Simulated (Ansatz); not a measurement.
Gas-phase electronic energies from Ansatz, PBE0-D4/def2-TZVP geometries. CCSD(T)/CBS is the MP2 limit (def2-TZVPP, def2-QZVPP) plus CCSD(T) − MP2 in def2-TZVPP, frozen cores. DFT in def2-TZVPP. B3LYP here is the variant with VWN-RPA as its local correlation; programs differ in this. For Ge outer-core shells are correlated without core-valence functions, which leaves a few kJ/mol of doubt a bond. Scalar relativity is left out up to krypton. Each species was taken in one conformer, which may not be the lowest.

Consider the germylene formation by 1,1-elimination: `[NH2][GeH2][SiH2]F` → `[GeH2]` + `N[SiH2]F`.

Task: Is it downhill or uphill in electronic energy at CCSD(T)/CBS, and by how much? (Best estimate.)

Result: Ansatz gave: Uphill: ΔE = +22.8 kcal/mol.

Task: What do these levels give: PBE-D4, r2SCAN-D4, B3LYP-D4, B2PLYP, r2SCAN, B3LYP, SCS-MP2/def2-TZVPP, CCSD/def2-TZVPP, CCSD(T)/def2-TZVPP, SCS-MP2/def2-QZVPP, MP2/CBS(def2), CCSD/CBS(def2)? (Best estimate.)

Result: Ansatz gave: PBE-D4 25.0, r2SCAN-D4 26.2, B3LYP-D4 19.5, B2PLYP 20.3, r2SCAN 25.8, B3LYP 16.6, SCS-MP2/def2-TZVPP 23.4, CCSD/def2-TZVPP 22.5, CCSD(T)/def2-TZVPP 24.0, SCS-MP2/def2-QZVPP 22.8, MP2/CBS(def2) 25.5, CCSD/CBS(def2) 21.4 kcal/mol.

Largest T1 diagnostic among the species: 0.012.

The D4 term adds +2.9 kcal/mol with B3LYP and +1.6 kcal/mol with PBE0; it sums over pairs of atoms, weighted by their polarisabilities, and B3LYP, whose exchange is more repulsive, gets the larger term. From PBE to PBE0 (25 % exact exchange), in def2-TZVPP and without D4, ΔE moves by +1.1 kcal/mol.
